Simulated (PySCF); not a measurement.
A structure optimised at PBE-D3(BJ)/def2-SVP, used in a PySCF frequency run:

```xyz
8

F     -1.4934    -1.3527     0.8352
C     -1.1401    -0.0893     0.4695
F     -1.6459     0.1677    -0.7587
C      0.3931     0.0159     0.4712
Cl     1.1080    -1.0889    -0.7293
Cl     0.8642     1.7213     0.1998
H     -1.5681     0.6352     1.2016
H      0.7759    -0.2796     1.4659
```
Charge 0, spin multiplicity 1.

Q: Write its SMILES and formula.

A: FC(F)C(Cl)Cl, C2H2Cl2F2

Q: What are its rotational constants (standard atomic weights)?

A: 2.6131, 1.8691, 1.3387 GHz
